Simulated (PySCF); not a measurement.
Simulated absorption spectrum

C8H7NS.
Z-matrix (Å and degrees, PBE0-D3(BJ)/def2-SVP geometry), rows numbered from 1:
```
S 
C   1  1.7682
C   2  1.3911  1  124.62
C   3  1.4078  2  121.17  1  -179.96
C   4  1.3851  3  121.65  2    -0.01
C   5  1.4057  4  118.59  3     0.03
C   6  1.4338  5  134.35  4   179.94
C   7  1.3711  6  106.99  5   179.98
N   8  1.3729  7  109.63  6     0.01
C   9  1.3708  8  109.27  7     0.00
H   1  1.3479  2   96.58  3     0.08
H   3  1.0928  2  119.47  1     0.02
H   4  1.0925  3  118.52  2   179.99
H   5  1.0920  4  120.84  3   179.98
H   7  1.0876  6  126.93  5    -0.02
H   8  1.0884  7  129.83  6   180.00
H   9  1.0098  8  125.41  7  -179.98
```

Computed with PySCF 2.14.0, density-fitted response routines, TDDFT CAM-B3LYP/def2-SVPD, vertical, gas phase, core orbitals frozen in the response.

Broadening: Gaussians 0.3 eV wide at half height, area fixed by f = 4.319×10⁻⁹ ∫ε dν̃. The width is an assumption, not a result. The curve ends short of the highest state used, and states not computed would add to its high-energy end.

```json
{"E (eV)": "4.34", "ε (L mol⁻¹ cm⁻¹)": "24"}
{"E (eV)": "4.36", "ε (L mol⁻¹ cm⁻¹)": "41"}
{"E (eV)": "4.38", "ε (L mol⁻¹ cm⁻¹)": "69"}
{"E (eV)": "4.40", "ε (L mol⁻¹ cm⁻¹)": "112"}
{"E (eV)": "4.42", "ε (L mol⁻¹ cm⁻¹)": "179"}
{"E (eV)": "4.44", "ε (L mol⁻¹ cm⁻¹)": "278"}
{"E (eV)": "4.46", "ε (L mol⁻¹ cm⁻¹)": "422"}
{"E (eV)": "4.48", "ε (L mol⁻¹ cm⁻¹)": "626"}
{"E (eV)": "4.50", "ε (L mol⁻¹ cm⁻¹)": "904"}
{"E (eV)": "4.52", "ε (L mol⁻¹ cm⁻¹)": "1275"}
{"E (eV)": "4.54", "ε (L mol⁻¹ cm⁻¹)": "1756"}
{"E (eV)": "4.56", "ε (L mol⁻¹ cm⁻¹)": "2358"}
{"E (eV)": "4.57", "ε (L mol⁻¹ cm⁻¹)": "2709"}
{"E (eV)": "4.59", "ε (L mol⁻¹ cm⁻¹)": "3509"}
{"E (eV)": "4.61", "ε (L mol⁻¹ cm⁻¹)": "4437"}
{"E (eV)": "4.63", "ε (L mol⁻¹ cm⁻¹)": "5479"}
{"E (eV)": "4.65", "ε (L mol⁻¹ cm⁻¹)": "6606"}
{"E (eV)": "4.67", "ε (L mol⁻¹ cm⁻¹)": "7781"}
{"E (eV)": "4.69", "ε (L mol⁻¹ cm⁻¹)": "8956"}
{"E (eV)": "4.71", "ε (L mol⁻¹ cm⁻¹)": "10079"}
{"E (eV)": "4.73", "ε (L mol⁻¹ cm⁻¹)": "11095"}
{"E (eV)": "4.75", "ε (L mol⁻¹ cm⁻¹)": "11959"}
{"E (eV)": "4.77", "ε (L mol⁻¹ cm⁻¹)": "12632"}
{"E (eV)": "4.79", "ε (L mol⁻¹ cm⁻¹)": "13091"}
{"E (eV)": "4.81", "ε (L mol⁻¹ cm⁻¹)": "13332"}
{"E (eV)": "4.83", "ε (L mol⁻¹ cm⁻¹)": "13365"}
{"E (eV)": "4.85", "ε (L mol⁻¹ cm⁻¹)": "13214"}
{"E (eV)": "4.87", "ε (L mol⁻¹ cm⁻¹)": "12913"}
{"E (eV)": "4.89", "ε (L mol⁻¹ cm⁻¹)": "12499"}
{"E (eV)": "4.91", "ε (L mol⁻¹ cm⁻¹)": "12007"}
{"E (eV)": "4.93", "ε (L mol⁻¹ cm⁻¹)": "11467"}
{"E (eV)": "4.95", "ε (L mol⁻¹ cm⁻¹)": "10898"}
{"E (eV)": "4.97", "ε (L mol⁻¹ cm⁻¹)": "10310"}
{"E (eV)": "4.99", "ε (L mol⁻¹ cm⁻¹)": "9705"}
{"E (eV)": "5.01", "ε (L mol⁻¹ cm⁻¹)": "9079"}
{"E (eV)": "5.03", "ε (L mol⁻¹ cm⁻¹)": "8426"}
{"E (eV)": "5.05", "ε (L mol⁻¹ cm⁻¹)": "7742"}
{"E (eV)": "5.07", "ε (L mol⁻¹ cm⁻¹)": "7028"}
{"E (eV)": "5.09", "ε (L mol⁻¹ cm⁻¹)": "6289"}
{"E (eV)": "5.11", "ε (L mol⁻¹ cm⁻¹)": "5538"}
{"E (eV)": "5.13", "ε (L mol⁻¹ cm⁻¹)": "4791"}
{"E (eV)": "5.15", "ε (L mol⁻¹ cm⁻¹)": "4066"}
{"E (eV)": "5.17", "ε (L mol⁻¹ cm⁻¹)": "3383"}
{"E (eV)": "5.19", "ε (L mol⁻¹ cm⁻¹)": "2756"}
{"E (eV)": "5.21", "ε (L mol⁻¹ cm⁻¹)": "2200"}
{"E (eV)": "5.22", "ε (L mol⁻¹ cm⁻¹)": "1951"}
{"E (eV)": "5.24", "ε (L mol⁻¹ cm⁻¹)": "1512"}
{"E (eV)": "5.26", "ε (L mol⁻¹ cm⁻¹)": "1154"}
{"E (eV)": "5.28", "ε (L mol⁻¹ cm⁻¹)": "873"}
{"E (eV)": "5.30", "ε (L mol⁻¹ cm⁻¹)": "663"}
{"E (eV)": "5.32", "ε (L mol⁻¹ cm⁻¹)": "515"}
{"E (eV)": "5.34", "ε (L mol⁻¹ cm⁻¹)": "421"}
{"E (eV)": "5.36", "ε (L mol⁻¹ cm⁻¹)": "372"}
{"E (eV)": "5.38", "ε (L mol⁻¹ cm⁻¹)": "359"}
{"E (eV)": "5.40", "ε (L mol⁻¹ cm⁻¹)": "375"}
{"E (eV)": "5.42", "ε (L mol⁻¹ cm⁻¹)": "413"}
```

(1) Where are the band maxima, and which computed states make them?

(2) Coming from long wavelengths, where does ε first pass 100 L mol⁻¹ cm⁻¹?

(3) Does any computed singlet lie in the visible range?

(4) On this curve, what absorbance would a 10⁻³ mol/L sample give at 266 nm over a 1 cm path?

Results:

(1) 257 nm (4.82 eV), ε about 13000, made up of S1 (84%) and S3 (14%) (ε in L mol⁻¹ cm⁻¹; maxima over ε = 5, shares over 10%). At its high-energy end, 5.42 eV, the curve is still rising (ε about 410, from S3 and S4). The states used: S1 4.79 eV (f 0.130); S2 4.89 eV (f 0.0031); S3 5.02 eV (f 0.071); S4 5.57 eV (f 0.0084); S5 5.91 eV (f 0.0096); S6 6.02 eV (f 0.416).

(2) At about 282 nm (4.40 eV), 0.39 eV below S1.

(3) No computed singlet lies in the visible range (380 to 750 nm); the lowest, at 259 nm, stands 1.53 eV above its violet end (3.26 eV).

(4) 266 nm is 4.661 eV, where ε is about 7300 L mol⁻¹ cm⁻¹, so A = ε c l ≈ 7.3 (Beer–Lambert, with the gas-phase spectrum and the assumed width).

One conformer stands for the species.
